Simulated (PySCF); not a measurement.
Al(Me)2(H) (C2H7Al), SMILES [CH3][AlH][CH3].

Geometry: ωB97X-D3(BJ)/def2-SVP. The isomer is the one that the SMILES or the coordinates give; other isomers of the formula were not compared.

Calculation: PySCF with TDDFT-PBE/def2-SVPD.

Vertical excitations. Gas-phase values at a fixed geometry. State labels are in the subgroup C2.

Computed lowest excited states:
```csv
state,symmetry,energy (eV),λ (nm),f,main pairs
S1,A,4.98,249,0.000,HOMO→LUMO 100 %
S2,B,5.09,243,0.002,HOMO−1→LUMO 100 %
S3,B,6.18,201,0.079,HOMO→LUMO+1 97 %
S4,A,6.29,197,0.008,HOMO−1→LUMO+1 97 %
S5,A,7.02,177,0.028,HOMO→LUMO+2 98 %
S6,B,7.11,174,0.112,HOMO−1→LUMO+2 97 %
S7,B,7.63,163,0.045,"HOMO→LUMO+3 77 %, HOMO−4→LUMO 20 %"
S8,A,7.66,162,0.000,HOMO−2→LUMO 100 %
S9,A,7.74,160,0.162,HOMO−1→LUMO+3 91 %
S10,B,7.88,157,0.002,"HOMO−1→LUMO+4 50 %, HOMO−3→LUMO 46 %"
T1,A,4.70,264,0,HOMO→LUMO 100 %
T2,B,4.70,264,0,HOMO−1→LUMO 99 %
T3,B,5.89,210,0,HOMO→LUMO+1 99 %
T4,A,5.96,208,0,HOMO−1→LUMO+1 98 %
```
Triplets are in the Tamm–Dancoff approximation, which puts them higher than full response would, so one can lie above its singlet here.
